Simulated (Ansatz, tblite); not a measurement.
Cost and result up the ladder for the cluster Pb4O3 (7 atoms). Charge 0, multiplicity 1. Geometry: PBE-D4/def2-SVP.

Cartesian coordinates in Å:
```
Pb 0.426 0.088 2.121
Pb -1.196 -1.321 -0.586
Pb 2.009 -0.048 -0.805
Pb -0.531 2.064 -0.383
O 0.808 -1.482 0.506
O -0.049 0.289 -1.738
O -1.468 0.411 0.885
```

Ansatz on 4 threads of Intel Xeon 6975P-C on a shared host; xTB runs through tblite on one thread. Times are rough, summed over both states, and most runs start from the orbitals of an earlier one. No level here is sound enough to serve as a yardstick. The other state is a doublet.

In the def2 sets Pb takes a core potential; there is no spin–orbit coupling. The xTB rows come from tblite. The structure comes from a short search, and lower isomers may exist.

Raw xTB energies of ions are shifted by several eV.

| level | functions | wall time | vertical IE (eV) | remarks |
| --- | --- | --- | --- | --- |
| GFN2-xTB | 28 | 0.004 s | 10.71 | – |
| GFN1-xTB | 28 | 0.006 s | 9.30 | – |
| PBE-D4/def2-TZVP (with forces) | 293 | 8 s | 6.26 | – |
| PBE0-D4/def2-TZVP | 293 | 22 s | 6.24 | restricted SCF unstable in HF (singlet) |
